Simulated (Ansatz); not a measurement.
Species: C$_{5}$H$_{11}$O, net charge 1, singlet state. It need not be the lowest isomer of its formula. 
Geometry from a B3LYP-D3(BJ)/def2-TZVP (Ansatz, an electronic-structure program) optimisation:
SMILES: C(C)C(CC)=[OH+]
```xyz
17

C     -2.5297     0.0571    -0.3943
C     -1.3346    -0.6241     0.2644
C     -0.0160    -0.0164     0.0304
O     -0.0042     1.1916    -0.3785
C      1.2479    -0.7480     0.2594
C      2.5223     0.0881     0.2417
H     -2.6370     1.0883    -0.0630
H     -2.4361     0.0494    -1.4799
H     -3.4366    -0.4818    -0.1282
H     -1.4349    -0.6107     1.3637
H     -1.2595    -1.6884     0.0216
H      1.1317    -1.3151     1.1889
H      1.2686    -1.5230    -0.5217
H      3.3818    -0.5565     0.4155
H      2.5237     0.8453     1.0281
H      2.6927     0.5660    -0.7274
H      0.8997     1.5533    -0.4792
```
Charge +1, spin multiplicity 1.

Basis-set convergence of Hartree-Fock and MP2 correlation energies (hartree) with Ansatz. Cores are frozen in the correlated levels unless marked. No spin-orbit coupling. Non-relativistic.

| basis | functions | E(HF) | E(corr, MP2) |
|---|---|---|---|
| cc-pVDZ | 139 | -270.39082 | -0.87570 |
| cc-pVTZ | 334 | -270.46956 | -1.07748 |
| cc-pVQZ | 660 | -270.48773 | -1.14751 |

Extrapolating the two largest sets (X = 3 and 4) as X^-3: E(corr) = (64·(-1.14751) - 27·(-1.07748))/37 = -1.1986 Eh, an estimate of the basis-set limit. The largest set recovers 95.7 % of it, the smallest 73.1 %.
